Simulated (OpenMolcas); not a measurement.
# Cs: CASPT2 settings compared

```json
{"Program": "OpenMolcas 26.06", "Basis": "ANO-RCC-VQZP [9s8p5d3f2g]", "Scalar Hamiltonian": "DKH2, point nucleus", "Active space": "1 electron in 9 orbitals (5d 6s 6p)", "State averaging": "2S+1 = 2 even, 6 roots; 2S+1 = 2 odd, 3 roots", "Spin-orbit coupling": "RASSI with atomic mean-field integrals over the reference wave functions, term energies averaged over their components"}
```

Methods on the same reference wave functions:
A. CASSCF
B. SS-CASPT2, IPEA 0.5 Eh, sigma1 regulariser 0.15 Eh (closed shells correlated: 5s 5p)
C. SS-CASPT2, IPEA 0.1 Eh, imaginary shift 0.5 Eh (closed shells correlated: 5s 5p)
D. XMS-CASPT2, IPEA 0.35 Eh, sigma2 regulariser 0.4 Eh (closed shells correlated: 5s 5p)

Energies in cm-1 above 6s 2S 1/2, the measured ground level; measured values from NIST Handbook of Basic Atomic Spectroscopic Data.

| Level | A | B | C | D | Measured |
| --- | --- | --- | --- | --- | --- |
| 6s 2S 1/2 | 0.0 | 0.0 | 0.0 | 0.0 | 0.0 |
| 6p 2P* 1/2 | 9290 | 10860 | 11070 | 11000 | 11178 |
| 6p 2P* 3/2 | 9588 | 11160 | 11370 | 11300 | 11732 |
| 5d 2D 3/2 | 14388 | 14670 | 14740 | 14650 | 14499 |
| 5d 2D 5/2 | 14528 | 14810 | 14880 | 14790 | 14597 |

Deviations, from unrounded energies. A percentage is the sum of absolute deviations over the sum of measured energies, with the sign that they share, or ± where signs differ.

```json
{"Against measurement": "mean absolute deviation (cm-1)", "Levels": "4", "A": "1100", "B": "320", "C": "250", "D": "240"}
{"Against measurement": "other configurations (%)", "Levels": "4", "A": "-8.1", "B": "±2.4", "C": "±1.9", "D": "±1.8"}
```

C, D lie about equally close to measurement and A furthest from it. The largest miss of D in the table is 6p 2P* 3/2, by -430 cm-1. The ranking rests on the paired levels alone, and a cruder setting can come out closer through cancelling errors.

Among B to D the level of the table that moves most is 6p 2P* 1/2, by 210 cm-1 (lowest in B, highest in C). Moves below CASPT2's spread within the term are not significant.

The mean deviations of B to D differ by less than CASPT2's widest spread within a term (200 cm-1), so their order carries little weight.

The lowest spin-free term lies below A's lowest term by 0.172 hartree in B, 0.174 hartree in C, 0.174 hartree in D.

CASPT2 does not keep the components of a term degenerate, so their means are used; among the terms shown or strongly mixed into the levels shown the widest spread is 200 cm-1 (5d 2D, B). ANO sets are built for ground and valence states and can reach diffuse excited orbitals poorly. With one active electron the reference holds no correlation, so core polarisation is missing (holds for A). With one active electron, CASPT2 adds the correlation within the correlated inactive shells and between them and that electron, and leaves the splitting within a term as the reference gives it (holds for B; C; D). Computed and measured levels are paired by configuration, term and J; levels that our copy of the source lacks, or whose pairing is in doubt (as where it misses far off the trend of its configuration), stay unpaired and out of the deviations. Levels of configurations outside the active space are missing.

* marks odd parity.
